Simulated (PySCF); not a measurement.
**SMILES CC(F)=C=C=C=CF, C₆H₄F₂**

Geometry:
| atom | x (Å) | y (Å) | z (Å) |
| --- | --- | --- | --- |
| C1 | -2.405 | -0.402 | -0.993 |
| C2 | -1.641 | -0.395 | 0.278 |
| F3 | -2.389 | -0.720 | 1.337 |
| C4 | -0.359 | -0.115 | 0.434 |
| C5 | 0.889 | 0.150 | 0.535 |
| C6 | 2.140 | 0.410 | 0.632 |
| C7 | 3.413 | 0.730 | 0.730 |
| F8 | 4.398 | -0.157 | 0.626 |
| H9 | -3.250 | 0.302 | -0.928 |
| H10 | -1.766 | -0.125 | -1.840 |
| H11 | -2.827 | -1.405 | -1.170 |
| H12 | 3.781 | 1.747 | 0.904 |

Computed, not measured: TDDFT CAM-B3LYP/aug-cc-pVDZ circular dichroism and optical rotation, one conformer, gas phase (PySCF). Geometry: PBE0-D3(BJ)/def2-SVP.

No stereocentre is labelled: unless the shape is locked (an allene, a helicene, a hindered biaryl), the mirror image is equally populated and a measured rotation or CD is zero.

(1) Draw the ECD and absorption spectra from the lowest 12 states, each a Gaussian of half-width 0.2 eV at 1/e height.

## Answers

(1) 
| E (eV) | λ (nm) | Δε (L mol⁻¹ cm⁻¹) | ε (L mol⁻¹ cm⁻¹) |
| --- | --- | --- | --- |
| 3.14 | 395 | 0.00 | 0.0657 |
| 3.24 | 382 | +0.01 | 0.625 |
| 3.34 | 371 | +0.06 | 3.61 |
| 3.44 | 360 | +0.21 | 12.8 |
| 3.54 | 350 | +0.43 | 27.7 |
| 3.64 | 340 | +0.49 | 37.8 |
| 3.74 | 331 | +0.26 | 33.5 |
| 3.84 | 323 | -0.01 | 20.5 |
| 3.94 | 314 | -0.09 | 9.09 |
| 4.04 | 307 | -0.05 | 2.94 |
| 4.14 | 299 | -0.02 | 1.06 |
| 4.24 | 292 | 0.00 | 5.31 |
| 4.34 | 286 | -0.01 | 39.8 |
| 4.44 | 279 | -0.06 | 184 |
| 4.54 | 273 | -0.18 | 515 |
| 4.64 | 267 | -0.30 | 875 |
| 4.74 | 261 | -0.31 | 902 |
| 4.84 | 256 | -0.19 | 564 |
| 4.94 | 251 | -0.07 | 214 |
| 5.04 | 246 | -0.02 | 49.2 |
| 5.14 | 241 | 0.00 | 6.87 |
| 5.24 | 237 | 0.00 | 0.726 |
| 5.34 | 232 | 0.00 | 4.64 |
| 5.44 | 228 | -0.02 | 89.6 |
| 5.54 | 224 | -0.24 | 1060 |
| 5.64 | 220 | -1.53 | 7730 |
| 5.74 | 216 | -5.60 | 34500 |
| 5.84 | 212 | -11.09 | 94700 |
| 5.94 | 209 | -9.88 | 161000 |
| 6.04 | 205 | +0.81 | 170000 |
| 6.14 | 202 | +9.00 | 112000 |
| 6.24 | 199 | +7.64 | 46100 |
| 6.34 | 195 | +3.32 | 12000 |
| 6.44 | 192 | +1.63 | 2230 |
| 6.54 | 190 | +2.56 | 1020 |
| 6.64 | 187 | +3.87 | 1650 |
| 6.74 | 184 | +2.95 | 2180 |
| 6.84 | 181 | +0.37 | 2060 |
| 6.94 | 179 | -0.22 | 1590 |

Δε uses R in velocity form, ε uses f in length form. Only the states computed contribute, so the short-wavelength end is incomplete.
